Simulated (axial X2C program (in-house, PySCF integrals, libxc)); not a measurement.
# Low determinants of NaNb at the PBE0 level, without spin–orbit coupling

All values were computed with an in-house all-electron X2C program for linear molecules (integrals from PySCF). Spin-free means the one-electron spin-free X2C Hamiltonian. Basis: Nb dyall-cv3z [11s12p9d5f3g], Na dyall-cv3z [9s8p5d2f] (cores contracted in-house); Gaussian nuclei, density fitting, unrestricted open shells. Masses: Nb 92.906 u, Na 22.990 u.

Search at 3.166 Å (vertical energies from the lowest determinant):

```
ΔE (eV)           state  electrons beyond evenly filled partner blocks  electrons in σ, π, δ, φ
   0.00  M_S = 2, Λ = 0                             π+α, π-α, δ+α, δ-α                24 22 6 0
   0.02  M_S = 2, Λ = 1                              σα, π+α, δ+α, δ-α                25 21 6 0
   0.03  M_S = 2, Λ = 2                              σα, π+α, π-α, δ+α                25 22 5 0
   0.38  M_S = 3, Λ = 0                     2 × σα, π+α, π-α, δ+α, δ-α                24 22 6 0
   0.77  M_S = 3, Λ = 1                          3 × σα, π+α, δ+α, δ-α                25 21 6 0
   0.95  M_S = 1, Λ = 2                              σβ, π+α, π-α, δ+α                25 22 5 0
   1.25  M_S = 1, Λ = 1                              σβ, π+α, δ+α, δ-α                25 21 6 0
```

Lowest determinant, M_S = 2, Λ = 0 (beyond evenly filled blocks: π+α, π-α, δ+α, δ-α): Re = 3.152 Å, ωe = 144.0 cm⁻¹.

The determinant in row 2 of the search, M_S = 2, Λ = 1 (beyond evenly filled blocks: σα, π+α, δ+α, δ-α), was followed along the bond at PBE0; measured from the minimum of the lowest determinant it gives:

Te = 0.019 eV (154 cm⁻¹), Re = 3.160 Å, ωe = 150.9 cm⁻¹.

(1) Compare the bond of the determinant in row 2 with that of the lowest one.

The search compares states at one distance, so a state with another bond length can lie lower; it is not exhaustive and yields mostly the lowest determinant of each block pattern, so other components and higher states of one pattern are missing. These are energies of single determinants, not of spin-adapted states; PBE0 term energies can be off by some tenths of an eV, and the functional has no current term. The lowest determinant need not be the ground state where others lie within half an eV. Row 1 is spin-contaminated (⟨S²⟩ = 6.28 against 6.00), so its values are not those of a pure state. Row 2 is spin-contaminated (⟨S²⟩ = 6.25 against 6.00), so its values are not those of a pure state.

Answers

(1) At PBE0 its Re is 0.008 Å longer and its force constant, which goes as ωe², is 1.10 times that of the lowest determinant. This determinant mixes spin states, so it has no term energy of its own.
